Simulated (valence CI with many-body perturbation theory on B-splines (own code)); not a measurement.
Which ion has this spectrum?

A relativistic CI+MBPT calculation for an atom or ion with 41 electrons gives these levels (eV):

| J | Parity | E | g |
| --- | --- | --- | --- |
| 5/2 | even | 0.000 | 1.36 |
| 5/2 | even | 13.938 | 1.34 |
| 7/2 | even | 18.653 | 1.16 |
| 3/2 | even | 19.165 | 1.19 |
| 11/2 | even | 19.632 | 1.12 |
| 9/2 | even | 21.194 | 1.14 |
| 5/2 | even | 22.249 | 1.14 |
| 1/2 | even | 23.170 | 1.81 |
| 7/2 | even | 24.161 | 1.08 |
| 3/2 | even | 29.781 | 0.79 |
| 5/2 | even | 32.474 | 1.28 |
| 7/2 | even | 35.471 | 1.22 |
| 11/2 | even | 36.130 | 1.09 |
| 9/2 | even | 36.743 | 1.15 |

The energies are calculated, and their last digits are not significant.

Which is it?
A. Ta32+
B. Pt37+
C. W33+
D. Re34+

D. Re34+, ground level (4d3/2^4 4d5/2) J=5/2.
